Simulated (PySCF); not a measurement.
## A scan of K₂⁺ with bad points

M06-L; basis K pcseg-1; no relativity; PySCF 2.14; doublet, unpaired electrons σ ↑ requested.

| R (Å) | E (eV) | ⟨S²⟩ | ⟨Lz²⟩ | μ (D) |
| --- | --- | --- | --- | --- |
| 3.928 | 0.144 | 0.75 | 0.00 | 0.05 |
| 4.110 | 0.051 | 0.75 | 0.00 | 0.00 |
| 4.293 | 0.018 | 0.75 | 0.00 | 0.00 |
| 4.430 | 0.003 | 0.75 | 0.00 | 0.00 |
| 4.567 | 0.000 | 0.75 | 0.00 | 0.00 |
| 4.704 | 0.003 | 0.75 | 0.00 | 0.00 |
| 4.887 | 0.015 | 0.75 | 0.00 | 0.00 |
| 5.115 | 0.040 | 0.75 | 0.00 | 0.00 |
| 5.389 | 0.079 | 0.75 | 0.00 | 0.00 |
| 5.754 | 0.143 | 0.75 | 0.00 | 0.00 |

The run flagged 3.928 Å: there the SCF missed its convergence threshold, so the fit leaves that out.
